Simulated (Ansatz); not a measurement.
ClF₂Sc, SMILES `[F][Sc]([F])[Cl]`. Charge 0, multiplicity 1. The structure was optimised at the PBE0-D4/def2-TZVP level.

```xyz
4

F     0.909   -0.511    1.564
Sc    0.041   -0.092    0.014
F    -0.065   -1.381   -1.274
Cl   -0.886    1.985   -0.304
```

Problem. What is the dipole moment at r2SCAN/def2-TZVPP? (Best estimate.)

Solution. Ansatz gave: 0.53 D, with components (0.21, -0.48, 0.07) D in this frame, pointing from negative to positive charge.

Problem. And with PBE, B3LYP, ωB97M-V? (An estimate is asked.)

Solution. The calculation gave: PBE 0.51 D, B3LYP 0.43 D, ωB97M-V 0.50 D.

Problem. Give the Mulliken charges with r2SCAN, PBE, B3LYP in def2-TZVPP. (Estimate.)

Solution. Ansatz gave: 
```csv
atom,r2SCAN,PBE,B3LYP
F1,-0.40,-0.35,-0.40
Sc2,1.08,0.96,1.08
F3,-0.40,-0.35,-0.40
Cl4,-0.28,-0.26,-0.27
```

B3LYP here is the variant with VWN-RPA as its local correlation; programs differ in this.
